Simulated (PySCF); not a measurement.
C4CoO4 (SMILES [O+]#[C-]->[Co](<-[C-]#[O+])(<-[C-]#[O+])<-[C-]#[O+]), doublet, geometry from GFN2-xTB (such geometries of metal compounds can be far from the true shape) (the multiplicity is a formal guess); DF-BLYP/6-31G (PySCF).

PySCF was given this input:
```python
from pyscf import gto, scf, dft

mol = gto.M(
    atom='''
Co   -0.000000    0.000000   -0.000000
O     1.343801    1.245034   -2.271028
C     0.860997    0.750185   -1.361262
O    -0.107426   -1.323677    2.598041
C    -0.016987   -0.803870    1.584498
O    -0.439820   -2.495032   -1.447360
C    -0.314094   -1.506427   -0.888342
O    -0.796556    2.573675    1.120346
C    -0.529917    1.560112    0.665106
''',
    basis='6-31g',
    charge=0,
    spin=1,
    verbose=4,
)

mf = dft.UKS(mol)
mf.xc = 'blyp'
mf.diis_space = 2
mf = mf.density_fit(auxbasis='def2-universal-jkfit')
mf.kernel()
```

It wrote (shortened):

```
PySCF version 2.14.0

[INPUT] verbose = 4
[INPUT] num. atoms = 9
[INPUT] num. electrons = 83
[INPUT] charge = 0
[INPUT] spin (= nelec alpha-beta = 2S) = 1
[INPUT] symmetry False subgroup None
[INPUT] Mole.unit = angstrom
[INPUT] Symbol           X                Y                Z      unit          X                Y                Z       unit  Magmom
[INPUT]  1 Co     0.000000000000   0.000000000000   0.000000000000 AA    0.000000000000   0.000000000000   0.000000000000 Bohr   0.0
[INPUT]  2 O      1.343801000000   1.245034000000  -2.271028000000 AA    2.539415855917   2.352773275772  -4.291620941219 Bohr   0.0
[INPUT]  3 C      0.860997000000   0.750185000000  -1.361262000000 AA    1.627048524072   1.417644192757  -2.572412363778 Bohr   0.0
[INPUT]  4 O     -0.107426000000  -1.323677000000   2.598041000000 AA   -0.203005718658  -2.501387007386   4.909585950391 Bohr   0.0
[INPUT]  5 C     -0.016987000000  -0.803870000000   1.584498000000 AA   -0.032100777678  -1.519094139754   2.994267264921 Bohr   0.0
[INPUT]  6 O     -0.439820000000  -2.495032000000  -1.447360000000 AA   -0.831139344106  -4.714927152026  -2.735114003650 Bohr   0.0
[INPUT]  7 C     -0.314094000000  -1.506427000000  -0.888342000000 AA   -0.593551637369  -2.846734456650  -1.678723084948 Bohr   0.0
[INPUT]  8 O     -0.796556000000   2.573675000000   1.120346000000 AA   -1.505272682879   4.863540883640   2.117147104752 Bohr   0.0
[INPUT]  9 C     -0.529917000000   1.560112000000   0.665106000000 AA   -1.001397998751   2.948184403647   1.256868183805 Bohr   0.0

nuclear repulsion = 603.394855834264
number of shells = 51
number of NR pGTOs = 266
number of NR cGTOs = 99
basis = 6-31g
ecp = {}

******** <class 'pyscf.df.df_jk.DFUKS'> ********
method = DFUKS
initial guess = minao
damping factor = 0
level_shift factor = 0
DIIS = <class 'pyscf.scf.diis.CDIIS'>
diis_start_cycle = 1
diis_space = 2
diis_damp = 0
SCF conv_tol = 1e-09
SCF conv_tol_grad = None
SCF max_cycles = 50
direct_scf = False
number electrons alpha = 42  beta = 41
XC library pyscf.dft.libxc version 7.1.2
    S. Lehtola, C. Steigemann, M. J. T. Oliveira, and M. A. L. Marques,  SoftwareX 7, 1–5 (2018)
XC functionals = blyp
    A. D. Becke,  Phys. Rev. A 38, 3098 (1988)
    C. Lee, W. Yang, and R. G. Parr,  Phys. Rev. B 37, 785 (1988)
    B. Miehlich, A. Savin, H. Stoll, and H. Preuss,  Chem. Phys. Lett. 157, 200 (1989)
radial grids:
    Treutler-Ahlrichs [JCP 102, 346 (1995); DOI:10.1063/1.469408] (M4) radial grids

becke partition: Becke, JCP 88, 2547 (1988); DOI:10.1063/1.454033
pruning grids: <function nwchem_prune>
grids dens level: 3
symmetrized grids: False
atomic radii adjust function: <function treutler_atomic_radii_adjust>
small_rho_cutoff = 0
Set gradient conv threshold to 3.16228e-05
tot grids = 133704
init E= -1836.3205086453

cycle= 1 E= -1817.41856330743  delta_E= 18.9  |g|= 4.73  |ddm|= 4.26
cycle= 2 E= -1732.1234221845  delta_E= 85.3  |g|= 9.87  |ddm|= 40.5
cycle= 3 E= -1824.08299996431  delta_E=  -92  |g|= 5.38  |ddm|= 39.2
cycle= 4 E= -1717.69815712541  delta_E=  106  |g|= 6.48  |ddm|= 12.1
cycle= 5 E= -1758.80015297072  delta_E= -41.1  |g|= 10.3  |ddm|=   29
cycle= 6 E= -1764.14122339026  delta_E= -5.34  |g|=  7.4  |ddm|=   15
cycle= 7 E= -1646.77897290671  delta_E=  117  |g|= 7.76  |ddm|= 35.1
cycle= 8 E= -1770.45677084587  delta_E= -124  |g|= 8.19  |ddm|= 18.9
cycle= 9 E= -1727.03952088637  delta_E= 43.4  |g|= 10.6  |ddm|= 31.7
cycle= 10 E= -1635.9631845313  delta_E= 91.1  |g|= 6.67  |ddm|= 39.4
cycle= 11 E= -1700.92305184725  delta_E=  -65  |g|= 7.95  |ddm|=   40
cycle= 12 E= -1768.38118070316  delta_E= -67.5  |g|= 8.94  |ddm|=   21

cycle= 13 E= -1630.30731777047  delta_E=  138  |g|= 6.81  |ddm|= 37.3
cycle= 14 E= -1695.14312812912  delta_E= -64.8  |g|= 8.43  |ddm|= 58.2
cycle= 15 E= -1762.60950583841  delta_E= -67.5  |g|= 8.95  |ddm|= 30.9
cycle= 16 E= -1628.22253084642  delta_E=  134  |g|= 7.16  |ddm|= 47.5
cycle= 17 E= -1699.34085113141  delta_E= -71.1  |g|= 9.35  |ddm|= 57.1

cycle= 18 E= -1741.41840167076  delta_E= -42.1  |g|= 9.75  |ddm|= 19.3
cycle= 19 E= -1625.72375624948  delta_E=  116  |g|= 7.09  |ddm|= 36.7

cycle= 20 E= -1694.71671254591  delta_E=  -69  |g|= 9.25  |ddm|=   46
cycle= 21 E= -1735.68581109241  delta_E=  -41  |g|= 9.93  |ddm|= 17.8
cycle= 22 E= -1624.0765106741  delta_E=  112  |g|= 7.08  |ddm|=   32

cycle= 23 E= -1689.23564579953  delta_E= -65.2  |g|=  8.7  |ddm|= 43.6

cycle= 24 E= -1736.54383554526  delta_E= -47.3  |g|= 9.76  |ddm|= 25.5

cycle= 25 E= -1622.83403199858  delta_E=  114  |g|= 7.16  |ddm|= 43.4

cycle= 26 E= -1684.63380000038  delta_E= -61.8  |g|= 8.34  |ddm|= 62.4
cycle= 27 E= -1718.66516519608  delta_E=  -34  |g|= 9.19  |ddm|= 40.7
cycle= 28 E= -1615.13014065172  delta_E=  104  |g|= 7.12  |ddm|= 48.2
cycle= 29 E= -1687.73687028423  delta_E= -72.6  |g|= 8.93  |ddm|= 63.8

cycle= 30 E= -1686.42906755005  delta_E= 1.31  |g|= 8.91  |ddm|= 39.3
cycle= 31 E= -1585.14337938952  delta_E=  101  |g|= 6.78  |ddm|=   68

cycle= 32 E= -1709.98852138955  delta_E= -125  |g|= 8.21  |ddm|= 69.8

cycle= 33 E= -1690.30747716464  delta_E= 19.7  |g|= 8.59  |ddm|= 37.5
cycle= 34 E= -1584.11182054519  delta_E=  106  |g|=  6.7  |ddm|= 63.6

cycle= 35 E= -1712.13447267566  delta_E= -128  |g|= 7.98  |ddm|= 61.9

cycle= 36 E= -1674.90099522753  delta_E= 37.2  |g|= 9.24  |ddm|= 44.4

cycle= 37 E= -1578.14309618878  delta_E= 96.8  |g|= 6.51  |ddm|= 75.9

cycle= 38 E= -1709.75984386689  delta_E= -132  |g|=  7.3  |ddm|=   63
cycle= 39 E= -1679.68363340302  delta_E= 30.1  |g|= 9.49  |ddm|=   35
cycle= 40 E= -1538.27337390784  delta_E=  141  |g|= 6.18  |ddm|= 81.9

cycle= 41 E= -1697.29956130474  delta_E= -159  |g|= 7.28  |ddm|= 75.3
cycle= 42 E= -1683.77184079288  delta_E= 13.5  |g|= 8.49  |ddm|= 24.7
cycle= 43 E= -1538.13715375943  delta_E=  146  |g|= 6.39  |ddm|= 68.8

cycle= 44 E= -1692.17854466243  delta_E= -154  |g|=  7.5  |ddm|= 74.9

cycle= 45 E= -1680.10184687623  delta_E= 12.1  |g|= 8.15  |ddm|= 38.7

cycle= 46 E= -1538.20137669482  delta_E=  142  |g|=  6.4  |ddm|= 68.5

cycle= 47 E= -1678.27249024132  delta_E= -140  |g|= 8.19  |ddm|= 82.1

cycle= 48 E= -1674.91666921171  delta_E= 3.36  |g|= 7.48  |ddm|= 56.5
cycle= 49 E= -1538.14995697873  delta_E=  137  |g|= 6.39  |ddm|= 75.7
cycle= 50 E= -1673.00840895853  delta_E= -135  |g|=  7.6  |ddm|= 90.6
SCF not converged.
SCF energy = -1673.00840895853 after 50 cycles  <S^2> = 0.75044341  2S+1 = 2.0004434
```

The run did not converge; its last values are not results.
